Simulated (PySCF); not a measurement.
An unknown is described by computed data only.

Formula: C6H9NO.

| Property | Result |
| --- | --- |
| UV, first state | lowest singlet excitation: 5.01 eV (247 nm, f = 0.002) [TDDFT PBE0/def2-SVPD] |
| NMR, other nuclei | isotropic shieldings of nuclei other than C and H, by class: -63 (1 N), 282 (1 O) ppm [GIAO PBE0/pcSseg-1] |
| 13C NMR | chemical shifts (computed TMS as zero) by class: 167.8 (1 C), 120.0 (1 C), 107.7 (1 C), 74.8 (1 C), 70.3 (1 C), 18.0 (1 C) ppm [GIAO PBE0/pcSseg-1] |
| Polarisability | 82.2 au [PBE0/def2-SVPD] |
| Rotational structure | rotational constants A, B, C: 4.487, 0.919, 0.864 GHz [GFN2-xTB] |
| 1H NMR | chemical shifts (computed TMS as zero) by class: 7.00 (1 H), 5.53 (1 H), 4.75 (2 H), 3.55 (2 H), 1.32 (3 H) ppm [GIAO PBE0/pcSseg-1] |
| UV, strongest line | among the 6 lowest singlet transitions: S2 at 6.14 eV (202 nm, f = 0.307) [TDDFT PBE0/def2-SVPD] |

Electronic properties: PySCF, gas phase, density fitting. Levels stand in brackets. Isolated species at its GFN2-xTB geometry (one conformer only). NMR values are class means; diastereotopic atoms form classes of their own.

Task: Propose a structure and show how it fits.

Result: Numbering: `[CH3:1][CH2:2][O:3][CH2:4]/[CH:5]=[CH:6]\[C:7]#[N:8]`. Its formula, C6H9NO, gives 3 degrees of unsaturation: 0 rings and 3 π bonds in the structure found. 6 carbons fall into 6 classes; from least to most shielded: alkene CH carbon [C5] (167.8 ppm), nitrile carbon [C7] (120.0 ppm), alkene CH carbon [C6] (107.7 ppm), sp3 carbon bound to oxygen [C4] (74.8 ppm), sp3 carbon bound to oxygen [C2] (70.3 ppm), methyl carbon [C1] (18.0 ppm). Hydrogen classes from least to most shielded: 1 H on an alkene CH carbon, C5 (7.00 ppm), 1 H on an alkene CH carbon, C6 (5.53 ppm), 2 H on an sp3 carbon bound to oxygen, C4 (4.75 ppm), 2 H on an sp3 carbon bound to oxygen, C2 (3.55 ppm), 3 H on a methyl carbon, C1 (1.32 ppm). The other shieldings belong to: -63 ppm, nitrile nitrogen [N8]; 282 ppm, ether oxygen [O3]. S1 is mainly HOMO→LUMO (weight 0.98); the largest Löwdin shares of the orbital it empties are 0.57 on the ether oxygen, 0.11 on an sp3 carbon bound to oxygen, 0.07 on an sp3 carbon bound to oxygen and 0.05 on a methylene hydrogen, of the orbital it fills 0.32 on an alkene CH carbon, 0.23 on an alkene CH carbon, 0.15 on the nitrile nitrogen and 0.13 on the nitrile carbon. The optimised geometry has point group C1 and is an asymmetric top. Structure: `CCOC/C=C\C#N`. Computed isomers that give other values at the same levels: `C=C/C=C/NC(C)=O` (13C chemical shifts (computed TMS as zero) by class: 166.8 (1 C), 143.0 (1 C), 133.9 (1 C), 119.2 (1 C), 116.5 (1 C), 24.5 (1 C) ppm); `C=C1C[C@@H]1NC(C)=O` (lowest singlet excitation: 5.45 eV (227 nm, f = 0.014)); `O=CNC1CC=CC1` (rotational constant A: 5.329 GHz; this holds for the one conformer computed). The assignments are read from this structure; whether some other isomer fits the data as well wasn't checked.

The values belong to the conformer `[CH3:1][CH2:2][O:3][CH2:4]/[CH:5]=[CH:6]\[C:7]#[N:8]`: C1–C2–O3–C4 -177°, C2–O3–C4–C5 -71°, O3–C4–C5–C6 139°.
